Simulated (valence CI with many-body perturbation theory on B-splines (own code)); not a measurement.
# Level structure of Tm XLVIII

Computed by configuration interaction combined with many-body perturbation theory (CI+MBPT): four valence electrons over a frozen Dirac-Fock core [Ar], radial functions for each j: 7 s, 7 p, 8 d, 6 f, 4 g, 1 h, with the one-electron correlation potential Σ1 (screened to all orders), the two-electron term Σ2, the three-electron term Σ3, Breit, model QED; selected single and double excitations, second order for the rest, scaled by the run's own slope (own B-spline code, finite nucleus).

No measured spectrum was set against this ion. As an estimate, large intervals hold to a few tenths of a per cent, small ones and those within an open d or f shell to about a per cent. Only levels of the ground parity were solved; by the run's estimate the other parity begins above the list, which can be wrong where configurations are misplaced.

Levels 1 to 31 of 31, with energies above the lowest level, (3d3/2^4) J=0. "Leading %" is the weight of the configuration and term that name the level; weights of strongly mixed levels are sums over their largest components and can fall short, so below about 35 % the name and the second component can differ from the true leading terms, or belong to a minority configuration. In the jj column 3d3/2^4 stands for four electrons in 3d with j = 3/2.

| No. | Configuration | Term | J | E (cm⁻¹) | Leading % | Leading jj | g |
| --- | --- | --- | --- | --- | --- | --- | --- |
| 1 | 3d⁴ | ³P | 0 | 0 | 59 | 3d3/2^4 (98 %) |  |
| 2 | 3d⁴ | ⁵D | 1 | 355540 | 59 | 3d3/2^3 3d5/2 (99 %) | 1.491 |
| 3 | 3d⁴ | ³F | 4 | 445130 | 29 | 3d3/2^3 3d5/2 (98 %) | 1.070 |
| 4 | 3d⁴ | ⁵D | 2 | 461040 | 39 | 3d3/2^3 3d5/2 (92 %) | 1.222 |
| 5 | 3d⁴ | ³F | 3 | 487970 | 30 | 3d3/2^3 3d5/2 (94 %) | 1.134 |
| 6 | 3d⁴ | ⁵D | 0 | 775830 | 66 | 3d3/2^2 3d5/2^2 (98 %) |  |
| 7 | 3d⁴ | ⁵D | 2 | 785470 | 48 | 3d3/2^2 3d5/2^2 (93 %) | 1.238 |
| 8 | 3d⁴ | ³H | 4 | 797180 | 40 | 3d3/2^2 3d5/2^2 (97 %) | 1.145 |
| 9 | 3d⁴ | ⁵D | 3 | 812000 | 48 | 3d3/2^2 3d5/2^2 (92 %) | 1.161 |
| 10 | 3d⁴ | ³H | 5 | 841560 | 67 | 3d3/2^2 3d5/2^2 (100 %) | 1.078 |
| 11 | 3d⁴ | ¹I | 6 | 863220 | 52 | 3d3/2^2 3d5/2^2 (99 %) | 1.071 |
| 12 | 3d⁴ | ³P | 1 | 874530 | 42 | 3d3/2^2 3d5/2^2 (95 %) | 1.095 |
| 13 | 3d⁴ | ³F | 3 | 902890 | 44 | 3d3/2^2 3d5/2^2 (97 %) | 1.077 |
| 14 | 3d⁴ | ³G | 4 | 903380 | 56 | 3d3/2^2 3d5/2^2 (98 %) | 1.028 |
| 15 | 3d⁴ | ³D | 2 | 916640 | 32 | 3d3/2^2 3d5/2^2 (97 %) | 1.086 |
| 16 | 3d⁴ | ³F | 2 | 1008500 | 49 | 3d3/2^2 3d5/2^2 (95 %) | 0.980 |
| 17 | 3d⁴ | ³F | 4 | 1046800 | 65 | 3d3/2^2 3d5/2^2 (94 %) | 1.190 |
| 18 | 3d⁴ | ¹D | 2 | 1135800 | 38 | 3d3/2^2 3d5/2^2 (92 %) | 1.151 |
| 19 | 3d⁴ | ⁵D | 4 | 1223600 | 34 | 3d3/2 3d5/2^3 (93 %) | 1.150 |
| 20 | 3d⁴ | ³F | 3 | 1232200 | 44 | 3d3/2 3d5/2^3 (97 %) | 1.177 |
| 21 | 3d⁴ | ³P | 0 | 1236400 | 61 | 3d3/2^2 3d5/2^2 (71 %) |  |
| 22 | 3d⁴ | ³D | 1 | 1269800 | 52 | 3d3/2 3d5/2^3 (97 %) | 0.966 |
| 23 | 3d⁴ | ³G | 5 | 1274500 | 67 | 3d3/2 3d5/2^3 (100 %) | 1.136 |
| 24 | 3d⁴ | ³H | 6 | 1280300 | 52 | 3d3/2 3d5/2^3 (99 %) | 1.076 |
| 25 | 3d⁴ | ³F | 2 | 1336900 | 48 | 3d3/2 3d5/2^3 (94 %) | 1.059 |
| 26 | 3d⁴ | ³D | 3 | 1351800 | 37 | 3d3/2 3d5/2^3 (98 %) | 1.088 |
| 27 | 3d⁴ | ¹S | 0 | 1419800 | 78 | 3d3/2 3d5/2^3 (66 %) |  |
| 28 | 3d⁴ | ³F | 3 | 1461000 | 65 | 3d3/2 3d5/2^3 (100 %) | 1.055 |
| 29 | 3d⁴ | ³P | 1 | 1465000 | 90 | 3d3/2 3d5/2^3 (98 %) | 1.411 |
| 30 | 3d⁴ | ¹G | 4 | 1468200 | 67 | 3d3/2 3d5/2^3 (96 %) | 1.044 |
| 31 | 3d⁴ | ¹D | 2 | 1499300 | 64 | 3d3/2 3d5/2^3 (86 %) | 1.106 |

The ionisation energy to 3d³ ⁴F3/2 of the next ion comes out as 4076.1 eV (NIST: 4075 ± 4 eV (theoretical)). All 31 levels together are meant to be complete up to 1559600 cm⁻¹.
